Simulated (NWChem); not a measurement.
# Total energies of CuI

```xyz
2

Cu     0.0000     0.0000    -1.5331
I      0.0000     0.0000     0.8389
```
Charge 0, spin multiplicity 1.

Program: NWChem. Structure: optimised with PBE/def2-SVP with def2 effective core potentials on I, a minimum by its harmonic frequencies.

Basis set: def2-SVP (57 functions).

| method | total energy (Ha) | relative cost |
|---|---|---|
| RHF | -1935.41608 | 1 |
| MP2 | -1935.83024 | under 3 |
| B2PLYP | -1937.40366 | 3 |
| PBE | -1937.75222 | 4 |
| B3LYP | -1938.16086 | under 3 |
| BHandHLYP | -1937.92174 | under 3 |
| CCSD(T) | -1935.81776 | 30 |

Total energies of different functionals aren't comparable as a measure of quality: only differences taken within one method are. Relative cost: rough, from shared machines, SCF included, RHF = 1.

Effective core potentials replace the inner electrons of I; spin-orbit coupling is left out. The correlated methods keep 13 core orbitals frozen. B3LYP has NWChem's definition, with VWN1-RPA local correlation. The structure started from a generated list of species. Coupled-cluster values serve here as a point of comparison, not as the truth.
